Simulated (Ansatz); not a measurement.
| atom | x (Å) | y (Å) | z (Å) |
| --- | --- | --- | --- |
| C | 0.0000 | 0.0000 | 0.0000 |
| C | 1.2124 | 0.7000 | 0.0000 |
| C | 2.4249 | 0.0000 | 0.0000 |
| C | 3.6373 | 0.7000 | 0.0000 |
| C | 4.8497 | 0.0000 | 0.0000 |
| C | 6.0622 | 0.7000 | 0.0000 |
| C | 7.2746 | 0.0000 | 0.0000 |
| C | 8.4870 | 0.7000 | 0.0000 |
| H | 0.0000 | -1.0900 | 0.0000 |
| H | -0.9440 | 0.5450 | 0.0000 |
| H | 1.2124 | 1.7900 | 0.0000 |
| H | 2.4249 | -1.0900 | 0.0000 |
| H | 3.6373 | 1.7900 | 0.0000 |
| H | 4.8497 | -1.0900 | 0.0000 |
| H | 6.0622 | 1.7900 | 0.0000 |
| H | 7.2746 | -1.0900 | 0.0000 |
| H | 8.4870 | 1.7900 | 0.0000 |
| H | 9.4310 | 0.1550 | 0.0000 |

Basis set: def2-TZVP (spherical functions). Charge 0, multiplicity 1.

Computed with Ansatz (development build ahead of 0.2.0); each method stands on the lowest determinant of its kind that the runs found. Restricted functionals stand beside restricted open-shell atoms, which can lie above the unrestricted atoms usual in DFT and then raise those values.

The atomization energy at this shape (free ground-state atoms in the same class of orbitals less the molecule, no zero-point energy) of singlet C₈H₁₀:

```csv
method,atomization energy
ωB97X (unrestricted),81.94 eV
PBE0 (restricted),83.51 eV
PBE0 (unrestricted),83.09 eV
```

Task: What does RHF give?

Result: 62.09 eV. Caution for ωB97X (unrestricted): the unrestricted determinant is spin contaminated. Caution for RHF: in another basis set an unrestricted determinant lies well below.

The shape needn't be a minimum at these levels.
